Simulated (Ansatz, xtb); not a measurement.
# GeH2OSn: which of two structures lies lower

We compare a, a singlet given by its coordinates, with b, `[O]1[GeH2][Sn]1`, a singlet. Both are isolated molecules in the gas phase, relaxed with PBE0-D3(BJ)/def2-SVP.

a (Å):

```yaml
atoms:
  - { symbol: Ge, position_ang: [-0.2744, 0.8411, 0.0508] }
  - { symbol: O, position_ang: [-0.9352, -0.5744, 1.3147] }
  - { symbol: Sn, position_ang: [-0.2127, 1.0750, 2.6403] }
  - { symbol: H, position_ang: [-0.4277, -1.3944, 1.3094] }
  - { symbol: H, position_ang: [1.1524, 0.8548, 1.1016] }
```

Close contacts (Å): Ge1–O2 2.01, Ge1–Sn3 2.60, O2–Sn3 2.24, Ge1–H5 1.77, O2–H4 0.96, Sn3–H5 2.07.

b (Å):

```xyz
5

Ge    0.8341   -0.8877    0.8751
O     1.6939   -0.8317   -0.7673
Sn    0.8814    1.0245   -0.8748
H     1.8977   -1.1095    1.9754
H    -0.1581   -2.0737    0.8663
```

Problem. Estimate which is lower in electronic energy at CCSD(T)/def2-TZVPP, and by roughly how much.

Solution. The CCSD(T)/def2-TZVPP calculation puts structure b lower, by 1.91 kcal/mol.

The same difference at several levels:

```
               level              geometry  E(b) − E(a) (kcal/mol)  departure from the last row (kcal/mol)  job, with rough time for the two
PBE0-D3(BJ)/def2-SVP  PBE0-D3(BJ)/def2-SVP                     +4.17                                   +6.08                optimisation, 40 s
       HF/def2-TZVPP  PBE0-D3(BJ)/def2-SVP                     −0.43                                   +1.48           part of the CCSD(T) run
      MP2/def2-TZVPP  PBE0-D3(BJ)/def2-SVP                     −3.93                                   −2.02           part of the CCSD(T) run
  CCSD(T)/def2-TZVPP  PBE0-D3(BJ)/def2-SVP                     −1.91                                                       single point, 2 min
```

PBE0-D3(BJ)/def2-SVP puts the two in the other order. HF/def2-TZVPP finds them nearly level. The largest departure from CCSD(T)/def2-TZVPP is that of PBE0-D3(BJ)/def2-SVP, 6.08 kcal/mol. Levels run at GFN2-xTB geometries aren't shown.

With harmonic frequencies from PBE0-D3(BJ)/def2-SVP (ideal gas, rigid rotor, one conformer each, 298.15 K, 1 atm): the zero-point term adds −1.46 kcal/mol; ΔH is −3.39 and ΔG −3.24 kcal/mol.

The T1 diagnostic of structure b is large, so the coupled-cluster value is less sure. The correlated steps freeze 14 core orbitals; the filled d shell of Ge and Sn is correlated, in a basis made for valence electrons. Atoms past krypton carry core potentials in the def2 sets and no spin–orbit term is included. Mirror images aren't counted in ΔG. Run with Ansatz 0.2.0; the last row on 2 threads of Arm Neoverse V1 on a shared host.
